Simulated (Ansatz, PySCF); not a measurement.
GeOCl₂, SMILES [Cl][Ge]([Cl])=[O].

Geometry optimised at PBE0-D3(BJ)/def2-SVP.

Vertical ionisation energy (IE) and electron affinity (EA) in eV. Rows of orbital energies are one-electron estimates. Where ΔSCF, EOM or ADC give a negative EA the extra electron is unbound and the value depends on the basis.

```csv
level,IE,EA
"−ε(HOMO), −ε(LUMO), r2SCAN/def2-TZVPD (PySCF)",7.67,3.67
"−ε(HOMO), −ε(LUMO), PBE/def2-TZVPD (PySCF)",___,___
"ΔSCF, CAM-B3LYP/def2-SVPD (Ansatz), final states of multiplicity 2 and 2",11.05,1.30
"ΔSCF, PBE/def2-SVPD (Ansatz), final states of multiplicity 2 and 2",10.90,1.25
```

Fill in the missing entries. (The exact figures need the calculation; the answer reports its results.)


- −ε(HOMO), −ε(LUMO), PBE/def2-TZVPD (PySCF), IE: 7.35
- −ε(HOMO), −ε(LUMO), PBE/def2-TZVPD (PySCF), EA: 3.87

What vertical singlet–triplet gap does ΔSCF give with CAM-B3LYP/def2-SVPD (Ansatz, a first-principles code) and with PBE/def2-SVPD (Ansatz)? (Estimate from the structure and the level; the computed values follow.)

3.68 and 3.68 eV (triplet above singlet where positive).
